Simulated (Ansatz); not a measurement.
```yaml
crystal:
  periodic: [false, false, false]
  atoms:
    - {symbol: N, position_ang: [0.468384, 1.490293, 1.248876]}
    - {symbol: C, position_ang: [0.822135, 0.439650, 0.676012]}
    - {symbol: Br, position_ang: [2.553246, -0.312382, 1.107158]}
    - {symbol: Si, position_ang: [-0.053635, -0.617318, -0.618444]}
    - {symbol: O, position_ang: [-1.520119, 0.064480, -0.916791]}
    - {symbol: H, position_ang: [-0.456641, 1.777711, 0.920276]}
    - {symbol: H, position_ang: [0.752995, -0.582248, -1.855984]}
    - {symbol: H, position_ang: [-0.183348, -1.992527, -0.078662]}
    - {symbol: H, position_ang: [-2.294518, -0.313961, -0.499642]}
basis:
  gaussian: {orbitals: 6-31G}
hamiltonian: {xc: {name: revPBE0}, dispersion: d3bjatm}
scf: {lower_state_search: off}
output: {forces: true}
```

```sh
$ ansatz run in.yaml --threads 4 --pin off --events-out ev --progress --plain --max-ram 10444MiB
```

Output, abridged:

```
Functional definition: revPBE0
861 factors; integrals over basis functions are off by at most 4.4e-4 eV
mean field evaluation 1: about -82534.3914 eV, gradient 6.0e1 eV
mean field evaluation 2: about -82517.1860 eV, gradient 1.1e2 eV
mean field evaluation 4: about -82541.1570 eV, gradient 7.3e0 eV
mean field evaluation 8: about -82541.4090 eV, gradient 7.1e-1 eV
mean field evaluation 16: about -82541.4105 eV, gradient 7.9e-5 eV
mean field -82541.41048940 eV, -3033.3408869078 hartree, gradient 4.1e-6 eV, S^2 0.000000; 0 other end points of the search recorded, 0 dependent functions left out
reference -82541.41052129 eV, -3033.3408880800 hartree; 37, 37 occupied and 40, 40 virtual orbitals, 861 factors
Total energy: -82541.90414241 eV, -3033.3590283213 hartree
Atom 0 at     0.468384     1.490293     1.248876 Å, force    -0.496314     0.988073     0.441250 eV/Å
Atom 1 at     0.822135     0.439650     0.676012 Å, force     0.284380    -0.785330    -0.357940 eV/Å
Atom 2 at     2.553246    -0.312382     1.107158 Å, force     0.772458    -0.352127     0.187953 eV/Å
Atom 3 at    -0.053635    -0.617318    -0.618444 Å, force     2.472006    -1.060669    -0.026579 eV/Å
Atom 4 at    -1.520119     0.064480    -0.916791 Å, force    -2.084066     0.985869    -0.260660 eV/Å
Atom 5 at    -0.456641     1.777711     0.920276 Å, force    -0.342184     0.417778     0.086029 eV/Å
Atom 6 at     0.752995    -0.582248    -1.855984 Å, force     0.172377     0.001423    -0.227569 eV/Å
Atom 7 at    -0.183348    -1.992527    -0.078662 Å, force    -0.011905    -0.329032     0.161439 eV/Å
Atom 8 at    -2.294518    -0.313961    -0.499642 Å, force    -0.766753     0.134016    -0.003922 eV/Å
Dipole moment:    -0.648530    -0.398878    -0.168711 e Å
Checks for a lower state left out: stability, starts, cluster_reference, orbital_swaps, neighbouring_geometries, increment
```

It took 0.95 s on 4 threads of an Arm Neoverse V2 on a shared host, with 0.44 GiB of host memory at the peak.
